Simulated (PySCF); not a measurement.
# C₆ coefficients of unlike pairs at PBE0

Calculated with PySCF 2.14 from the dipole response of each species, C₆(A,B) = (3/π) ∫ α_A(iu) α_B(iu) du, in atomic units, from isotropic polarisabilities. For ions this is the dispersion term alone; charge-induced terms of lower order in 1/R come first.

```csv
species,configuration,basis,relativity,α (bohr³),C₆ (like pair)
Tl³⁺,[Xe] 4f14 5d10 (1S),"aug-cc-pVQZ-PP with one added diffuse shell each of s, p, d, f, g type with ECP60MDF (8s8p6d4f3g)",core potential,5.128,27.76
Cl,[Ne] 3s2 3p5 (2P),aug-cc-pwCVDZ (6s5p3d),none,13.50,86.00
Ne⁺,[He] 2s2 2p5 (2P),aug-cc-pVQZ-DK (6s5p4d3f2g),spin-free X2C,1.349,2.364
P⁺,[Ne] 3s2 3p2 (3P),aug-cc-pVQZ-DK (7s6p4d3f2g),spin-free X2C,14.24,73.26
```

(1) Estimate C₆ for Ne⁺ with Tl³⁺.

No spin-orbit coupling is included.

The other pairs:

```tsv
pair	C₆
P⁺, Ne⁺	10.91
Ne⁺, Cl	12.69
Cl, Tl³⁺	45.22
P⁺, Tl³⁺	39.29
P⁺, Cl	78.57
```

Answers

(1) The integral gives 8.065. The combination rule 2 C_A C_B / (C_A α_B/α_A + C_B α_A/α_B) gives 8.058 and the geometric mean 8.101.
